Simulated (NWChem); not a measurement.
**Spin states of As**

```xyz
1

As     0.0000     0.0000     0.0000
```
Charge 0, spin multiplicity 4.

Program: NWChem.

Basis set: def2-TZVP. The gap is E(quartet) − E(doublet), so a negative value puts the higher spin lower. Open shells are unrestricted. The quartet is the single determinant that the SCF runs reached, with unpaired electrons in orbitals of symmetry b1u and b2u and b3u (D2h labels); it need not be the lowest quartet, which in molecules with degenerate π orbitals can need several determinants. Where the lowest doublet needs several determinants, the single determinant used here isn't a pure state and places it wrongly.

The Hamiltonian is non-relativistic. The correlated methods keep 9 core orbitals frozen. No SCF solution was tested for a lower state. Open-shell Hartree-Fock references start from PBE0 orbitals.

### Question
One of these methods gave a vertical doublet-quartet gap of -39.1 kcal/mol. Which?
A) HF
B) MP2
C) CAM-B3LYP
D) B2PLYP

### Answer
D, B2PLYP. The others give -47.9 (MP2), -36.2 (CAM-B3LYP), -52.7 (HF).
